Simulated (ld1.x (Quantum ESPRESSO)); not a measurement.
PBE ultrasoft dataset for fluorine, scalar-relativistic all-electron reference.

```json
{
 "Element": "F (Z = 9)",
 "Generator": "ld1.x (Quantum ESPRESSO) 7.5",
 "Type": "ultrasoft",
 "Functional": "PBE",
 "Relativity": "scalar-relativistic",
 "Frozen core": "[He]",
 "Valence charge": "7",
 "Reference configuration": "2s1 2p6",
 "Partial waves": "2s (bound): rcut 0.70, rcutus 0.75 bohr; 2s channel at 2.9 Ry: rcut 0.70, rcutus 0.75 bohr; 2p (bound): rcut 1.00, rcutus 1.35 bohr; 2p channel at -0.5 Ry: rcut 1.00, rcutus 1.35 bohr; 3d channel at 0.25 Ry: rcut 0.95, rcutus 1.25 bohr; 3d channel at 1.75 Ry: rcut 0.95, rcutus 1.25 bohr",
 "Local potential": "all-electron potential smoothed inside 0.70 bohr (lloc = -1)",
 "Core correction": "a·sin(br)/r model core, default radius (core density twice the valence density)",
 "Augmentation charge": "PSQ, radius 0.65 bohr"
}
```

All-electron outer shells of the reference configuration (PBE, scalar-relativistic, ld1.x):

```csv
shell,level (eV),outermost node (bohr),outermost maximum (bohr)
1s,-664.00,–,0.11
2s,-30.38,0.24,0.76
2p,-11.54,–,0.71
```

What the tests gave:

* Largest excitation error: -99 meV (all-electron minus pseudo) for 2s2 2p1, out of 7 test configurations
* Lowest eigenvalue of the overlap operator: -7.35 (d channel); it is negative, so in a basis up to 400 Ry S is not positive definite and the file is unfit for use
* Density cutoff estimated by the generator: 1111 Ry

The ghost test of this file was not conclusive. Its overlap operator is not positive definite in a basis up to 400 Ry (lowest eigenvalue d -7.35), so the file is unfit for use: the generalised eigenproblem breaks down once the basis is large enough, and its test numbers describe a broken file.

Generation and tests took about 1.3 s on one core of a shared server CPU.
